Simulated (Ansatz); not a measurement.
Consider the substitution at a C–C bond: methyl acrylate + `O[SiH2]F` → `C=CO[SiH2]F` + `COC=O`.

Program: Ansatz. Geometries: PBE0-D4/def2-TZVP. ΔE: electronic, gas phase. CBS: MP2 limit from def2 TZ/QZ plus the TZ coupled-cluster correction, frozen cores. DFT in def2-TZVPP. One conformer a species, not always the lowest.

`C=CC(=O)OC`:

```xyz
12

C    -0.390    2.365    0.680
C    -0.663    1.068    0.700
C     0.143    0.118   -0.097
O     1.073    0.405   -0.804
O    -0.302   -1.136    0.069
C     0.409   -2.130   -0.659
H     0.430    2.739    0.076
H    -0.968    3.075    1.257
H    -1.472    0.652    1.289
H     1.459   -2.145   -0.363
H    -0.069   -3.076   -0.416
H     0.351   -1.936   -1.731
```

`O[SiH2]F`:

Z-matrix (Å, degrees):
```
Si
F 1 1.596
O 1 1.630 2 111.0
H 1 1.482 2 106.0 3 121.4
H 1 1.474 2 108.2 3 -116.3
H 3 0.958 1 119.1 2 71.8
```

`C=CO[SiH2]F`:

```xyz
10

C    -0.109   -0.572   -2.021
C    -0.299    0.011   -0.849
O     0.213   -0.492    0.306
Si    0.239    0.248    1.764
F     1.452    1.277    1.843
H     0.478   -1.476   -2.112
H    -0.548   -0.139   -2.909
H    -0.888    0.920   -0.743
H     0.463   -0.809    2.766
H    -1.002    1.032    1.956
```

`COC=O`:

Z-matrix (Å, degrees):
```
C
O 1 1.427
H 1 1.091 2 110.5
H 1 1.087 2 105.9 3 119.7
H 1 1.091 2 110.5 3 -120.5
C 2 1.330 1 115.2 3 60.3
O 6 1.196 2 125.8 1 0.0
H 6 1.100 2 109.2 1 180.0
```

```json
{"species": "`C=CC(=O)OC`", "B2PLYP energy (Eh)": "-306.35631"}
{"species": "`O[SiH2]F`", "B2PLYP energy (Eh)": "-466.34805"}
{"species": "`C=CO[SiH2]F`", "B2PLYP energy (Eh)": "-543.68587"}
{"species": "`COC=O`", "B2PLYP energy (Eh)": "-228.99507"}
```

(1) Work out ΔE.

Largest T1 diagnostic among the species: 0.015.

Results:

(1) ΔE = (-543.68587) + (-228.99507) − (-306.35631) − (-466.34805) = 0.02342 Eh = +14.7 kcal/mol. CCSD(T)/CBS gives +16.2 kcal/mol.

In def2-TZVPP, CCSD(T) changes the Hartree–Fock value by +1.3 kcal/mol (the triples alone add +0.2 kcal/mol) and MP2 by +2.2 kcal/mol. From PBE to PBE0 (25 % exact exchange), in def2-TZVPP and without D4, ΔE moves by +1.0 kcal/mol.
